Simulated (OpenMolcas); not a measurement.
## S III: effect of the active space

| Item | Value |
| --- | --- |
| Program | OpenMolcas |
| Method | SS-CASPT2 or its RAS form, IPEA 0.25 Eh, imaginary shift 0.1 Eh |
| Basis | ANO-RCC-VTZP |
| Scalar Hamiltonian | DKH2, point nucleus |
| Spin-orbit coupling | state interaction with AMFI integrals over the reference wave functions, term energies averaged over their components |

A. 2 electrons in 3 orbitals (3p); 2S+1 = 3 even, 3 roots; 2S+1 = 1 even, 6 roots; closed shells correlated: 2s 2p 3s; CASPT2 step roughly 1 core-seconds
B. 4 electrons in 4 orbitals (3s 3p); 2S+1 = 3 even, 6 roots; 2S+1 = 1 even, 12 roots; 2S+1 = 5 odd, 1 root; 2S+1 = 3 odd, 9 roots; 2S+1 = 1 odd, 8 roots; closed shells correlated: 2s 2p; CASPT2 step of the order of 2.8 core-seconds
C. 4 electrons in 8 orbitals (3s 3p 4s 4p); 2S+1 = 3 even, 3 roots; 2S+1 = 1 even, 9 roots; 2S+1 = 5 odd, 1 root; 2S+1 = 3 odd, 9 roots; 2S+1 = 1 odd, 8 roots; closed shells correlated: 2s 2p; CASPT2 step of the order of 10 core-seconds
D. 4 electrons in 9 orbitals (RAS2 3s 3p; RAS3 3d, at most 2 electrons); 2S+1 = 3 even, 6 roots; 2S+1 = 1 even, 12 roots; 2S+1 = 5 odd, 1 root; 2S+1 = 3 odd, 8 roots; 2S+1 = 1 odd, 8 roots; closed shells correlated: 2s 2p; CASPT2 step roughly 21 core-seconds

Energies in cm⁻¹ above 3s² 3p² ³P₀, the measured ground level; measured values from NIST levels in Podobedova, Kelleher and Wiese, J. Phys. Chem. Ref. Data 38, 171 (2009).

```csv
Level,A,B,C,D,Measured
3s² 3p² ³P₀,0.0,0.0,0.0,0.0,0.0
3s² 3p² ³P₁,272,266,262,263,299
3s² 3p² ³P₂,769,746,737,744,833
3s² 3p² ¹D₂,11430,11030,11610,11720,11323
3s² 3p² ¹S₀,27780,25800,26500,27930,27161
```

Deviations, from unrounded energies. A percentage is the sum of absolute deviations over the sum of measured energies, with the sign that they share, or ± where signs differ.

| Against measurement | Levels | A | B | C | D |
| --- | --- | --- | --- | --- | --- |
| mean absolute deviation (cm-1) | 4 | 200 | 440 | 270 | 320 |
| fine structure of the ground term (%) | 2 | -8.0 | -10.6 | -11.8 | -11.0 |
| other terms of the ground configuration (%) | 2 | +1.9 | -4.3 | ±2.5 | +3.1 |

A lies closest to measurement on these levels and B furthest from it. The largest miss of A in the table is 3s² 3p² ¹S₀, by +610 cm-1. The ranking rests on the paired levels alone, and a cruder setting can come out closer through cancelling errors.

Among A to D the level of the table that moves most is 3s² 3p² ¹S₀, by 2100 cm-1 (lowest in B, highest in D). Moves below CASPT2's spread within the term are not significant.

Term energies are means over components that CASPT2 splits; among the terms shown or strongly mixed into the levels shown the widest spread is 120 cm-1 (3s² 3p² ¹D, A). Over all roots computed the reference weight is 0.85 to 0.99 in B, 0.84 to 0.99 in C; the roots of lowest weight are the least certain, and an intruder state may touch them. With the s shell closed, the reference lacks s² → p² mixing (holds for A). The run also gave levels led by 3s² 3p 4p, which use shells meant for correlation; these and all levels above them are left out (holds for C). The run also gave levels led by 3s 3p² 3d, 3s² 3p 3d, which use shells meant for correlation; these and all levels above them are left out (holds for D). Computed and measured levels are paired by configuration, term and J; levels that our copy of the source lacks, or whose pairing is in doubt (as where it misses far off the trend of its configuration), stay unpaired and out of the deviations. Only configurations of the active space appear. Levels that lie high or do not pair safely by name in every column are left out.
